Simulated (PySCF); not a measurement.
**`C(=O)(O)c1ccccc1S`, C$_{7}$H$_{6}$O$_{2}$S**

Cartesian coordinates in Å; atom numbers follow the order of the lines, from 1:
```xyz
16

O     2.556   -0.727   -1.167
C     1.968   -0.029   -0.380
O     2.644    0.859    0.375
C     0.497   -0.081   -0.162
C    -0.143   -1.076   -0.925
C    -1.509   -1.284   -0.869
C    -2.279   -0.477   -0.028
C    -1.676    0.511    0.732
C    -0.287    0.736    0.689
S     0.228    2.052    1.740
H     3.575    0.771    0.117
H     0.493   -1.683   -1.572
H    -1.974   -2.066   -1.472
H    -3.361   -0.618    0.037
H    -2.286    1.139    1.387
H     1.548    1.982    1.488
```

The calculation used PySCF 2.14.0, quadratic response CAM-B3LYP/aug-cc-pVDZ first hyperpolarisability, Taylor convention, gas phase. Geometry: PBE0-D3(BJ)/def2-SVP.

Give the tensor of the second harmonic β(−2ω;ω,ω) at 1064 nm in the axes of these coordinates.

In au, Taylor convention; rows are the first index (the induced dipole):
|  | xx | yy | zz | xy | xz | yz |
| --- | --- | --- | --- | --- | --- | --- |
| x | -270.6 | +85.3 | +40.5 | +33.6 | +86.7 | +38.1 |
| y | +34.6 | +85.0 | +111.5 | +79.6 | +35.0 | +149.3 |
| z | +87.1 | +145.0 | -7.5 | +35.9 | +34.6 | +114.5 |

Norm of βᵢ = ⅓ Σⱼ (βᵢⱼⱼ + βⱼᵢⱼ + βⱼⱼᵢ): 359.0 au, hyper-Rayleigh value 181.1 au.
